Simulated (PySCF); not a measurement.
Compound: C₅H₆O₂.
Geometry (PBE0-D3(BJ)/def2-SVP, Å), atoms numbered from 1 in this order:
```xyz
13
C5H6O2 angstrom
O     -2.3111    0.2019    0.5553
C     -1.6017    0.4545   -0.6316
C     -0.1260    0.2418   -0.5022
C      0.8330    1.1522    0.0603
C      2.0330    0.5092    0.0251
O      1.8902   -0.7185   -0.5120
C      0.5897   -0.8761   -0.8240
H     -1.8752    0.6830    1.2662
H     -1.7852    1.4823   -1.0034
H     -2.0100   -0.2312   -1.3891
H      0.6500    2.1607    0.4276
H      3.0394    0.7888    0.3255
H      0.3095   -1.8276   -1.2693
```

The calculation used PySCF 2.14.0, density-fitted response routines, TDDFT B3LYP/def2-SVPD, vertical, gas phase, core orbitals frozen in the response.

Ground-to-excited transition dipoles (e·a0, same axes as the geometry; the sign carries no meaning), for the states with f of 0.002 or more among the lowest 8:

| state | E (hartree) | μx | μy | μz |
| --- | --- | --- | --- | --- |
| S1 | 0.2193 | 0.215 | 0.509 | 0.285 |
| S2 | 0.2298 | -0.510 | -0.356 | -0.316 |
| S4 | 0.2405 | -0.263 | -0.050 | -0.024 |
| S5 | 0.2465 | 0.382 | 0.157 | 0.057 |
| S6 | 0.2533 | -0.297 | -0.047 | 0.316 |
| S7 | 0.2638 | 0.171 | -0.005 | -0.152 |
| S8 | 0.2666 | -0.056 | -0.265 | 0.135 |

(1) What oscillator strength does each state have?

(2) Which bond between heavy atoms lies closest to the direction of the S2 transition dipole?

(3) What angle do the transition dipoles of S2 and S8 make?

## Answers

(1) f = (2/3) ΔE |μ|² with ΔE in hartree (27.2114 eV).

```csv
state,|μ|² (au),|μ| (D),f
S1,0.386,1.58,0.057
S2,0.486,1.77,0.074
S4,0.072,0.68,0.012
S5,0.174,1.06,0.029
S6,0.190,1.11,0.032
S7,0.053,0.58,0.009
S8,0.091,0.77,0.016
```

(2) C3–C4, at 9° from it; next O6–C7 at 29°.

(3) |cos θ| = |μa·μb| / (|μa| |μb|) = 0.38, so θ ≈ 68° (taken between 0 and 90°, since the signs are arbitrary).

All these states lie below the vertical ionisation energy of 8.92 eV (ΔSCF).

One conformer stands for the species.
